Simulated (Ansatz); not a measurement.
Start from `SC1N=[C]1[GaH2]` and change one atom or group to get `[GaH2][C]1=NC1`.

Ansatz, PBE0-D4/def2-TZVP geometries, multiplicity 1. Each molecule was computed in one conformer, which needn't be the lowest. `SC1N=[C]1[GaH2]` holds a close contact that its SMILES doesn't draw: Ga···S 2.84 Å.

Scalar relativity is left out up to krypton.

| property | `SC1N=[C]1[GaH2]` |
| --- | --- |
| LUMO energy (PBE0/def2-TZVPP) / eV | -1.77 |
| HOMO energy (PBE/def2-TZVPP) / eV | -5.73 |
| ideal-gas entropy at 298 K and 1 bar (rigid rotor, harmonic PBE0-D4/def2-TZVP) / J/(mol·K) | 350 |
| HOMO energy (B3LYP/def2-TZVPP) / eV | -6.70 |
| LUMO energy (B3LYP/def2-TZVPP) / eV | -1.99 |
| zero-point energy (PBE0-D4/def2-TZVP) / kJ/mol | 127.0 |

(1) Give the same properties after the change, and the shifts. (An estimate is asked.)

## Answers

(1) Computed: 
```json
{"property": "LUMO energy (PBE0/def2-TZVPP) / eV", "`[GaH2][C]1=NC1`": "-2.07", "shift": "-0.30"}
{"property": "HOMO energy (PBE/def2-TZVPP) / eV", "`[GaH2][C]1=NC1`": "-6.04", "shift": "-0.31"}
{"property": "ideal-gas entropy at 298 K and 1 bar (rigid rotor, harmonic PBE0-D4/def2-TZVP) / J/(mol·K)", "`[GaH2][C]1=NC1`": "320", "shift": "-30"}
{"property": "HOMO energy (B3LYP/def2-TZVPP) / eV", "`[GaH2][C]1=NC1`": "-7.03", "shift": "-0.33"}
{"property": "LUMO energy (B3LYP/def2-TZVPP) / eV", "`[GaH2][C]1=NC1`": "-2.37", "shift": "-0.38"}
{"property": "zero-point energy (PBE0-D4/def2-TZVP) / kJ/mol", "`[GaH2][C]1=NC1`": "128.1", "shift": "1.1"}
```

The zero-point energy changes by 1.1 kJ/mol with -3 modes. Modes under 60 cm⁻¹, often nearly free rotors, make the harmonic entropy too high.

Positive LUMOs are unbound, so they and the gaps depend on the basis.

B3LYP here is the variant with VWN-RPA as its local correlation; programs differ in this.
